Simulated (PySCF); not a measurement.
Compound: C6H10F (doublet state).
Atom-mapped SMILES: `[CH3:1][CH2:2][C@H:3]([CH3:4])/[CH:5]=[C:6]\[F:7]` (hydrogens: H8, H9, H10 on C1; H11, H12 on C2; H13 on C3; H14, H15, H16 on C4; H17 on C5)

Geometry (GFN2-xTB, Å), atoms numbered from 1 in this order:
```
atom  x, y, z in Å
C1    -1.567    1.304   -0.250
C2    -1.138   -0.124    0.062
C3     0.337   -0.373   -0.255
C4     0.711   -1.839   -0.055
C5     1.204    0.485    0.663
C6     2.078    1.361    0.273
F7     2.451    1.743   -0.941
H8    -1.414    1.527   -1.303
H9    -2.620    1.444   -0.019
H10   -0.987    2.013    0.336
H11   -1.322   -0.340    1.117
H12   -1.739   -0.819   -0.530
H13    0.538   -0.084   -1.291
H14    1.768   -1.996   -0.256
H15    0.134   -2.467   -0.732
H16    0.503   -2.149    0.966
H17    1.056    0.326    1.720
```

The hyperfine couplings belong to this conformer and change with its torsions.

Theory: UKS B3LYP, pcH-1 on C F H, non-relativistic, mean-field spin-orbit, GIAO in PySCF 2.14.0. Isolated species at its GFN2-xTB geometry (one conformer only). The geometry wasn't refined by DFT: couplings that depend on bond lengths, twists or pyramidal angles can differ widely from those at the functional's own minimum. The SCF solution wasn't tested for stability.

Break the g tensor into its mass correction, gauge correction and orbital-Zeeman/spin–orbit terms.

```csv
Δg (ppm),1,2,3
relativistic mass correction,-218,-218,-218
gauge correction,47,6,-100
orbital Zeeman/spin–orbit,-180,-108,2339
total,-351,-320,2021
```

So g = 2.00197, 2.00200, 2.00434 and g_iso = 2.00277; the tensor is close to axial: the two nearest values differ by 1 % of g3 − g1. 

Average each term over the three axes. Which is largest in size?

The orbital-Zeeman/spin–orbit term 683, the mass correction -218 and the gauge correction -16 ppm, for a total of 450 ppm. The orbital-Zeeman/spin–orbit term is the largest in size. The mass correction is the same along every axis, so the anisotropy comes from the other two: their spans along these axes are 147 (gauge) and 2519 ppm (orbital Zeeman/spin–orbit).

At 9.471 GHz, how far is the centre of the isotropic spectrum from where a free electron (g = 2.002319) resonates?

B = hν/(g μB) with μB/h = 13.99624 MHz/mT gives 337.95 mT for the free electron and 337.87 mT at g_iso, 0.08 mT lower.

In a frozen sample, at which fields do the three g values resonate at 9.5, 34, 94 and 263 GHz (hyperfine left aside), and which band first spreads them over more than twice a line width of 1.0 mT?

| band | GHz | B(g3) mT | B(g2) mT | B(g1) mT | spread mT |
| --- | --- | --- | --- | --- | --- |
| X | 9.5 | 338.64 | 339.04 | 339.04 | 0.40 |
| Q | 34.0 | 1211.98 | 1213.40 | 1213.42 | 1.44 |
| W | 94.0 | 3350.77 | 3354.69 | 3354.74 | 3.97 |
| J | 263.0 | 9375.03 | 9386.00 | 9386.14 | 11.11 |

The spread grows in proportion to the frequency. W band is the first where it exceeds 2.0 mT.

Largest spin populations (Mulliken): C6 (+0.95), C5 (-0.12), F7 (+0.08) and C3 (+0.07). No atom but C6 exceeds +0.15. The positive populations add up to 1.12 and the negative ones to -0.12, together 2S = 1.

The HOMO–LUMO gaps are 7.49 eV among the α and 4.51 eV among the β orbitals.
